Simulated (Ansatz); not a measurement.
AlFH4Si2, SMILES `F[SiH]1[AlH][SiH2]1`. Total charge 0; spin multiplicity 1. Geometry: relaxed with PBE0-D4/def2-TZVP.

```xyz
8

F     1.632   -0.141    2.032
Si    0.728    0.587    0.916
Al   -1.490    0.033    0.158
Si    0.391   -0.078   -1.241
H     1.065    2.030    1.005
H    -2.988   -0.462    0.279
H     1.092   -0.642   -2.436
H    -0.430   -1.327   -0.713
```

(1) What is the dipole moment at PBE/def2-TZVPP? (Estimate.)

(2) And with r2SCAN, B3LYP, ωB97M-V? (Estimate.)

(3) Give the Mulliken charges with PBE, ωB97M-V, r2SCAN in def2-TZVPP. (An estimate is asked.)

## Answers

(1) Ansatz gave: 1.65 D, with components (-1.19, 0.38, -1.07) D in this frame, pointing from negative to positive charge.

(2) Computed: r2SCAN 1.70 D, B3LYP 1.77 D, ωB97M-V 1.82 D.

(3) Ansatz gave: 
| atom | PBE | ωB97M-V | r2SCAN |
| --- | --- | --- | --- |
| F1 | -0.28 | -0.31 | -0.33 |
| Si2 | 0.34 | 0.33 | 0.40 |
| Al3 | 0.19 | 0.17 | 0.28 |
| Si4 | -0.07 | -0.06 | -0.04 |
| H5 | -0.07 | -0.04 | -0.09 |
| H6 | -0.07 | -0.07 | -0.11 |
| H7 | -0.03 | 0.00 | -0.05 |
| H8 | -0.02 | -0.02 | -0.05 |

B3LYP here is the variant with VWN-RPA as its local correlation; programs differ in this.
